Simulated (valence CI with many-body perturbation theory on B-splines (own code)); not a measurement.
## Bi69+: electric-dipole lines

Computed by valence CI with perturbative core correlation (CI+MBPT): four valence electrons over a frozen Dirac-Fock core [Ne], a basis of 11 s, 11 p, 10 d, 8 f, 5 g, 2 h functions for each j, with the one-electron correlation potential Σ1, the two-electron term Σ2, the three-electron term Σ3, Breit, model QED; selected CI, second order for the rest, scaled by the run's own slope (own B-spline code, finite nucleus).

No measured spectrum was set against this ion. As an estimate, large intervals hold to a few tenths of a per cent, small ones and those within an open d or f shell to about a per cent. Among the levels kept, up to 580 cm⁻¹ of a level comes from second order outside the variational space, and about a tenth of that is noise between levels of different J, which matters for small intervals.

Lines 51 to 100 of 547 in falling wavelength, among levels below 2668.5 eV, chosen from the strongest by gf and those to the six lowest levels. Wavelengths and rates use the calculated energies. Electric multipoles are in the length gauge, E1 and E2 with the static RPA response of the core. Weak lines are less certain than strong ones. Lines between different terms over intervals too small for the method are left out, as are lines whose strength nearly cancels. The highest levels of a list are the least certain.

Levels are named by their leading jj configuration (3d3/2^4 stands for four electrons in 3d with j = 3/2), which in mixed levels can hold well under half, so a name can repeat and another be missing. Letters in brackets count levels of one name in rising energy.

| λ vac (nm) | Upper | Lower | A (s⁻¹) | S (a.u.) with core polarisation | S without |
| --- | --- | --- | --- | --- | --- |
| 5.399 | (3p1/2 3p3/2^2 3d3/2) J=2 [a] | (3p1/2 3p3/2^3) J=2 | 2.98e+10 | 1.16e-02 | 1.17e-02 |
| 5.355 | (3p1/2^2 3d5/2^2) J=2 | (3s 3p1/2 3d5/2^2) J=3 [a] | 9.90e+10 | 3.75e-02 | 3.81e-02 |
| 5.342 | (3s 3p1/2 3p3/2 3d5/2) J=3 [c] | (3s^2 3p3/2 3d5/2) J=4 | 4.48e+10 | 2.36e-02 | 2.39e-02 |
| 5.301 | (3p1/2^2 3d3/2 3d5/2) J=4 | (3s 3p1/2 3d3/2 3d5/2) J=4 [b] | 3.65e+10 | 2.42e-02 | 2.45e-02 |
| 5.283 | (3s 3p1/2^2 3p3/2) J=1 | (3s^2 3p1/2 3p3/2) J=1 | 2.13e+10 | 4.65e-03 | 4.71e-03 |
| 5.275 | (3p1/2^2 3d5/2^2) J=4 | (3s 3p1/2 3d5/2^2) J=5 | 9.60e+10 | 6.26e-02 | 6.34e-02 |
| 5.264 | (3s 3p1/2 3p3/2 3d5/2) J=4 [c] | (3s^2 3p3/2 3d5/2) J=4 | 2.66e+10 | 1.72e-02 | 1.74e-02 |
| 5.256 | (3s 3p1/2 3p3/2 3d3/2) J=2 [d] | (3s^2 3p3/2 3d3/2) J=3 | 4.61e+10 | 1.65e-02 | 1.67e-02 |
| 5.235 | (3p1/2^2 3d3/2 3d5/2) J=4 | (3s 3p1/2 3d3/2 3d5/2) J=5 | 9.79e+10 | 6.24e-02 | 6.32e-02 |
| 5.201 | (3s 3p1/2^2 3d3/2) J=2 | (3s 3p1/2^2 3p3/2) J=1 | 1.15e+10 | 3.99e-03 | 4.04e-03 |
| 5.191 | (3p1/2 3p3/2^2 3d3/2) J=2 [b] | (3s 3p3/2^2 3d3/2) J=3 [a] | 4.96e+10 | 1.71e-02 | 1.74e-02 |
| 5.178 | (3p1/2^2 3p3/2 3d3/2) J=2 | (3s 3p1/2 3p3/2 3d3/2) J=3 [a] | 5.29e+10 | 1.81e-02 | 1.84e-02 |
| 5.171 | (3p1/2^2 3p3/2 3d5/2) J=4 | (3s 3p1/2 3p3/2 3d5/2) J=5 | 8.27e+10 | 5.08e-02 | 5.15e-02 |
| 5.166 | (3p1/2 3p3/2^2 3d3/2) J=3 [b] | (3s 3p3/2^2 3d3/2) J=4 | 8.13e+10 | 3.87e-02 | 3.93e-02 |
| 5.166 | (3p1/2^2 3d3/2 3d5/2) J=3 | (3s 3p1/2 3d3/2 3d5/2) J=2 [a] | 2.95e+10 | 1.41e-02 | 1.42e-02 |
| 5.135 | (3p1/2^2 3d3/2 3d5/2) J=3 | (3s 3p1/2 3d3/2 3d5/2) J=4 [a] | 8.55e+10 | 4.00e-02 | 4.05e-02 |
| 5.132 | (3p1/2^2 3d3/2^2) J=2 | (3s 3p1/2 3d3/2^2) J=2 [a] | 6.00e+10 | 2.00e-02 | 2.03e-02 |
| 5.116 | (3p1/2^2 3p3/2 3d3/2) J=3 | (3s 3p1/2 3p3/2 3d3/2) J=4 | 1.07e+11 | 4.95e-02 | 5.02e-02 |
| 5.113 | (3s 3p1/2 3d3/2 3d5/2) J=2 [a] | (3s 3p1/2 3p3/2 3d5/2) J=3 [b] | 4.16e+10 | 1.37e-02 | 1.39e-02 |
| 5.110 | (3p1/2^2 3p3/2^2) J=2 | (3s 3p1/2 3p3/2^2) J=3 | 9.38e+10 | 3.09e-02 | 3.13e-02 |
| 5.080 | (3s^2 3p1/2 3d3/2) J=2 | (3s^2 3p1/2 3p3/2) J=2 | 1.43e+10 | 4.64e-03 | 4.69e-03 |
| 5.055 | (3p1/2^2 3d3/2^2) J=2 | (3p1/2^2 3p3/2 3d3/2) J=3 | 6.14e+10 | 1.96e-02 | 1.98e-02 |
| 5.054 | (3p1/2^2 3p3/2 3d5/2) J=3 | (3s 3p1/2 3p3/2 3d5/2) J=4 [b] | 4.88e+10 | 2.18e-02 | 2.21e-02 |
| 5.038 | (3p1/2^2 3d3/2 3d5/2) J=2 | (3p1/2^2 3p3/2 3d5/2) J=3 | 6.38e+10 | 2.01e-02 | 2.04e-02 |
| 4.901 | (3p1/2^2 3d5/2^2) J=4 | (3s 3p1/2 3d5/2^2) J=4 [a] | 2.11e+10 | 1.10e-02 | 1.12e-02 |
| 4.894 | (3p1/2^2 3p3/2 3d3/2) J=1 | (3p1/2^2 3p3/2^2) J=2 | 1.01e+11 | 1.76e-02 | 1.78e-02 |
| 4.871 | (3s^2 3p1/2 3d3/2) J=2 | (3s^2 3p1/2 3p3/2) J=1 | 3.07e+08 | 8.74e-05 | 8.82e-05 |
| 4.774 | (3s 3p1/2^2 3d3/2) J=1 | (3s 3p1/2^2 3p3/2) J=2 | 7.86e+09 | 1.27e-03 | 1.28e-03 |
| 4.721 | (3s 3p1/2 3d3/2 3d5/2) J=4 [b] | (3s 3p1/2 3p3/2 3d5/2) J=4 [b] | 2.73e+10 | 1.28e-02 | 1.29e-02 |
| 4.654 | (3p1/2^2 3p3/2 3d5/2) J=4 | (3s 3p1/2 3p3/2 3d5/2) J=4 [a] | 4.50e+10 | 2.01e-02 | 2.04e-02 |
| 4.618 | (3s 3p1/2^2 3d3/2) J=2 | (3s 3p1/2^2 3p3/2) J=2 | 1.53e+10 | 3.71e-03 | 3.76e-03 |
| 4.396 | (3p1/2^2 3d3/2 3d5/2) J=4 | (3p1/2^2 3p3/2 3d5/2) J=4 | 3.66e+10 | 1.38e-02 | 1.40e-02 |
| 4.351 | (3s 3p1/2 3d3/2 3d5/2) J=5 | (3s 3p1/2 3p3/2 3d5/2) J=5 | 2.43e+10 | 1.09e-02 | 1.10e-02 |
| 4.164 | (3s^2 3p1/2 3d3/2) J=1 | (3s^2 3p1/2 3p3/2) J=2 | 9.35e+09 | 9.99e-04 | 1.01e-03 |
| 4.022 | (3s^2 3p1/2 3d3/2) J=1 | (3s^2 3p1/2 3p3/2) J=1 | 2.99e+09 | 2.88e-04 | 2.91e-04 |
| 3.545 | (3s 3p1/2 3d3/2 3d5/2) J=3 [d] | (3s^2 3d3/2^2) J=2 | 5.38e+10 | 8.27e-03 | 8.36e-03 |
| 3.390 | (3s 3p1/2^2 3d5/2) J=3 | (3s^2 3p1/2 3d3/2) J=2 | 1.80e+09 | 2.42e-04 | 2.44e-04 |
| 3.321 | (3s 3p1/2 3d5/2^2) J=4 [a] | (3s 3p1/2 3p3/2 3d5/2) J=3 [c] | 5.64e+10 | 9.19e-03 | 9.29e-03 |
| 3.289 | (3s^2 3p3/2^2) J=2 | (3s^2 3p1/2 3d3/2) J=2 | 2.29e+08 | 2.01e-05 | 2.04e-05 |
| 3.255 | (3s 3p1/2 3d5/2^2) J=3 [b] | (3s 3p1/2 3p3/2 3d5/2) J=2 [d] | 3.32e+11 | 3.95e-02 | 4.00e-02 |
| 3.244 | (3s 3p1/2^2 3d5/2) J=2 | (3s^2 3p1/2 3d3/2) J=2 | 3.29e+08 | 2.77e-05 | 2.82e-05 |
| 3.227 | (3s 3p1/2 3d3/2 3d5/2) J=3 [b] | (3s 3p1/2 3p3/2 3d3/2) J=3 [c] | 9.33e+10 | 1.08e-02 | 1.10e-02 |
| 3.226 | (3s 3p1/2 3d5/2^2) J=3 [a] | (3s 3p1/2 3p3/2 3d5/2) J=2 [c] | 1.10e+11 | 1.28e-02 | 1.29e-02 |
| 3.215 | (3s 3p1/2 3d5/2^2) J=2 [b] | (3s 3p1/2 3p3/2 3d5/2) J=2 [d] | 9.06e+10 | 7.43e-03 | 7.52e-03 |
| 3.199 | (3s 3p1/2 3d5/2^2) J=4 [b] | (3s 3p1/2 3p3/2 3d5/2) J=3 [d] | 4.40e+11 | 6.40e-02 | 6.47e-02 |
| 3.197 | (3s 3p1/2 3d5/2^2) J=5 | (3s 3p1/2 3p3/2 3d5/2) J=4 [c] | 1.99e+11 | 3.53e-02 | 3.57e-02 |
| 3.191 | (3s 3p1/2 3d3/2 3d5/2) J=4 [b] | (3s 3p1/2 3p3/2 3d3/2) J=3 [c] | 2.26e+11 | 3.26e-02 | 3.30e-02 |
| 3.187 | (3s 3p1/2 3p3/2 3d5/2) J=2 [b] | (3s 3p1/2 3p3/2^2) J=2 [b] | 1.29e+11 | 1.03e-02 | 1.04e-02 |
| 3.176 | (3s 3p1/2 3d5/2^2) J=4 [a] | (3s 3p1/2 3p3/2 3d5/2) J=3 [b] | 1.07e+11 | 1.53e-02 | 1.54e-02 |
| 3.171 | (3s 3p1/2 3d3/2 3d5/2) J=2 [b] | (3s 3p1/2 3p3/2 3d3/2) J=1 [c] | 1.09e+11 | 8.58e-03 | 8.67e-03 |
